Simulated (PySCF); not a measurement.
Cartesian coordinates in Å; atom numbers follow the order of the lines, from 1:
```xyz
35

Si   -0.562    0.042   -0.395
C    -0.662   -0.014    1.530
C     0.230   -1.111    2.116
C    -2.118   -0.313    1.913
C    -0.272    1.339    2.136
H     0.076   -1.189    3.207
H     0.011   -2.101    1.684
H     1.300   -0.906    1.955
H    -2.439   -1.311    1.576
H    -2.820    0.425    1.491
H    -2.236   -0.283    3.011
H    -0.932    2.149    1.790
H     0.762    1.626    1.895
H    -0.353    1.300    3.237
C     1.219   -0.031   -1.134
C     1.779   -1.456   -1.068
C     2.173    0.927   -0.417
C     1.126    0.386   -2.608
H     2.788   -1.489   -1.518
H     1.870   -1.826   -0.036
H     1.152   -2.169   -1.624
H     2.354    0.629    0.627
H     1.795    1.962   -0.410
H     3.154    0.942   -0.925
H     0.817    1.437   -2.720
H     0.414   -0.236   -3.175
H     2.111    0.279   -3.095
C    -1.389    1.640   -0.971
H    -1.588    1.613   -2.053
H    -0.765    2.524   -0.765
H    -2.354    1.787   -0.461
C    -1.540   -1.415   -1.096
H    -2.618   -1.291   -0.910
H    -1.229   -2.373   -0.651
H    -1.400   -1.491   -2.186
```

Geometry: PBE0-D3(BJ)/def2-SVP; GIAO absolute shieldings from PySCF, gas phase, non-relativistic, averaged over equivalent atoms.

At wB97X-D/pcSseg-1 (314 basis functions):
```tsv
atoms	σ (ppm)
Si1	340.2
C3/C4/C5/C16/C17/C18	155.6
C2/C15	166.1
C28/C32	191.6
H6/H7/H8/H9/H10/H11/H12/H13/H14/H19/H20/H21/H22/H23/H24/H25/H26/H27	30.47
H29/H30/H31/H33/H34/H35	31.39
```

Question: Estimate the result of repeating the calculation with PBE0/pcSseg-1.

Answer: 
| atoms | σ at PBE0/pcSseg-1 | change |
| --- | --- | --- |
| Si1 | 342.5 | +2.3 |
| C3/C4/C5/C16/C17/C18 | 155.5 | -0.1 |
| C2/C15 | 164.9 | -1.2 |
| C28/C32 | 191.7 | +0.1 |
| H6/H7/H8/H9/H10/H11/H12/H13/H14/H19/H20/H21/H22/H23/H24/H25/H26/H27 | 30.35 | -0.12 |
| H29/H30/H31/H33/H34/H35 | 31.27 | -0.12 |

The largest change is at Si1 (silicon bonded to 4 C). Cost: 314 basis functions. The order of the carbon signals is the same at both levels.
